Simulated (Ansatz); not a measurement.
`C[SiH]1[O][AlH]1`, relaxed with RKS PBE0-D4/def2-TZVP in Ansatz from a PBE-D4/def2-SVP geometry. The force threshold is 0.005 eV/Å; the program also tests the step.

The species carries charge 0 and has multiplicity 1.

Start:

```xyz
9

C     1.036    0.040    1.158
Si   -0.120    0.599   -0.220
O    -0.137   -0.423   -1.623
Al   -1.850   -0.593   -1.178
H     0.889    0.668    2.061
H     0.864   -1.019    1.434
H     2.091    0.159    0.830
H     0.184    2.043   -0.541
H    -2.956   -1.475   -1.921
```

Task: How much energy does the relaxation release, and in how many steps? (Estimate.)

Result: Ansatz gave: 6.57 kJ/mol, in 5 steps.

Task: Which bonds change most? (Best estimate.)

Result: Computed: Si2–O3 from 1.736 to 1.685 Å; O3–Al4 from 1.779 to 1.744 Å; Si2–Al4 from 2.309 to 2.278 Å; C1–Si2 from 1.883 to 1.864 Å.

Task: Give the relaxed structure. (Estimate.)

Result: Computed: 
```xyz
9

C     1.028    0.040    1.145
Si   -0.124    0.579   -0.217
O    -0.142   -0.410   -1.582
Al   -1.829   -0.590   -1.175
H     0.892    0.673    2.027
H     0.863   -0.998    1.435
H     2.065    0.149    0.812
H     0.173    2.009   -0.526
H    -2.926   -1.452   -1.919
```
